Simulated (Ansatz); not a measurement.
The molecule BeS, closed-shell singlet (the spin of the measured ground state).

D_e counts from the fitted minimum to each atom's lowest state at the same level, without counterpoise. The singlet is restricted.

Correlated levels freeze the inner cores; with def2 sets outer-core shells near the valence are correlated too.

Programs: Ansatz (a program for electronic structure). 

PBE/def2-TZVPP gives 355.9 kJ/mol for the bond energy D_e.

Predict the shift from PBE, with its sign, for: r2SCAN/def2-TZVPP, B3LYP/def2-TZVPP, wB97M-V/def2-TZVPP, B2PLYP/def2-TZVPP, CCSD(T)/def2-QZVPP.

r2SCAN/def2-TZVPP -4.3; B3LYP/def2-TZVPP -33.6; wB97M-V/def2-TZVPP -30.9; B2PLYP/def2-TZVPP -36.4; CCSD(T)/def2-QZVPP -48.3 kJ/mol. 0 of 5 lie above PBE; the widest gap is to CCSD(T)/def2-QZVPP.
